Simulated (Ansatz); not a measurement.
`NB(F)[SiH3]` and `[NH2][Al]([F])[SiH3]` differ in one element.

Ansatz, PBE0-D4/def2-TZVP geometries, multiplicity 1. Each molecule was computed in one conformer, which needn't be the lowest.

```
                                        property  `NB(F)[SiH3]`
size of the dipole moment (B3LYP/def2-TZVPP) / D           2.51
            HOMO–LUMO gap (PBE0/def2-TZVPP) / eV           8.16
           HOMO energy (ωB97M-V/def2-TZVPP) / eV         -10.52
               LUMO energy (PBE/def2-TZVPP) / eV          -1.09
           HOMO–LUMO gap (B3LYP/def2-TZVPP) / eV           7.76
              LUMO energy (PBE0/def2-TZVPP) / eV          -0.18
```

**Question.** Give the same properties after the change, and the shifts. (An estimate is asked.)

**Answer.** Ansatz gave: 
| property | `[NH2][Al]([F])[SiH3]` | shift |
| --- | --- | --- |
| size of the dipole moment (B3LYP/def2-TZVPP) / D | 2.12 | -0.39 |
| HOMO–LUMO gap (PBE0/def2-TZVPP) / eV | 6.91 | -1.25 |
| HOMO energy (ωB97M-V/def2-TZVPP) / eV | -10.12 | 0.40 |
| LUMO energy (PBE/def2-TZVPP) / eV | -1.63 | -0.54 |
| HOMO–LUMO gap (B3LYP/def2-TZVPP) / eV | 6.49 | -1.27 |
| LUMO energy (PBE0/def2-TZVPP) / eV | -0.88 | -0.70 |

With PBE0 the HOMO rises by 0.55 eV and the LUMO falls by 0.70 eV, so the gap narrows by about 1.25 eV. PBE moves the HOMO by 0.60 eV and ωB97M-V by 0.40 eV. Dipoles are sizes alone; their direction can turn.

B3LYP here is the variant with VWN-RPA as its local correlation; programs differ in this.
